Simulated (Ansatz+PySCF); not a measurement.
**sextet MnCl2: levels of theory in one basis**

```tsv
atom	x (Å)	y (Å)	z (Å)
Mn	0.0000	0.0000	0.0000
Cl	0.0000	0.0000	2.2714
Cl	0.0000	0.0000	-2.2714
```

Basis set: def2-SVP (spherical functions). Left uncorrelated: 15 orbitals. Correlation on ROHF uses semicanonical orbitals with singles. Charge 0, multiplicity 6.

Computed with Ansatz (development build ahead of 0.2.0); each method stands on the lowest determinant of its kind that the runs found.

```
  method  E − E(ROHF) (eV)  <S²> of the determinant
    ROHF              0.00                     8.75
     UHF             -0.09                     8.77
ROHF-MP2            -13.07                        –
 UHF-MP2            -13.11                     8.77
```

Is a single determinant a sound starting point here?

By this sign, yes. Unrestricted orbitals gain 0.09 eV and <S²> is 8.77 against 8.75 for a pure state.

Caution: other spin multiplicities were not run.
